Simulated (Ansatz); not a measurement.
Two isomers of C2H4AlFO: A = `C=[C](F)[AlH][OH]`, B = `[OH][Al]1[CH2][CH]1F`.

Calculated with Ansatz (gas phase, PBE0-D4/def2-TZVP geometries, no zero-point term in ΔE). CBS: MP2 limit from def2 TZ/QZ plus the TZ coupled-cluster correction, frozen cores. DFT in def2-TZVPP. B3LYP here is the variant with VWN-RPA as its local correlation; programs differ in this. Each species was taken in one conformer, which may not be the lowest.

(1) Which isomer does CCSD(T)/CBS put lower? Give the gap. (Estimate.)

(2) Give E(B) − E(A) in kcal/mol with B3LYP, CCSD/def2-TZVPP, B3LYP-D4, PBE0-D4, ωB97M-V, B2PLYP, CCSD(T)/def2-TZVPP. (An estimate is asked.)

(3) Does the order hold for the free energy at 298.15 K (harmonic terms from PBE0-D4)? (An estimate is asked.)

Largest T1 diagnostic: 0.013.

Results:

(1) Ansatz gave: A, by 27.2 kcal/mol.

(2) The calculation gave: B3LYP 29.0, CCSD/def2-TZVPP 28.3, B3LYP-D4 29.3, PBE0-D4 23.9, ωB97M-V 26.7, B2PLYP 28.3, CCSD(T)/def2-TZVPP 27.8. None reverses the order clearly.

(3) Computed: Yes: G(B) − G(A) = +29.8 kcal/mol, for one conformer each.

In def2-TZVPP, CCSD(T) changes the Hartree–Fock value by −8.3 kcal/mol (the triples alone add −0.5 kcal/mol) and MP2 by −10.5 kcal/mol. At CCSD(T), def2-SVP lies +2.2 kcal/mol from the extrapolated value and def2-TZVPP +0.6 kcal/mol.
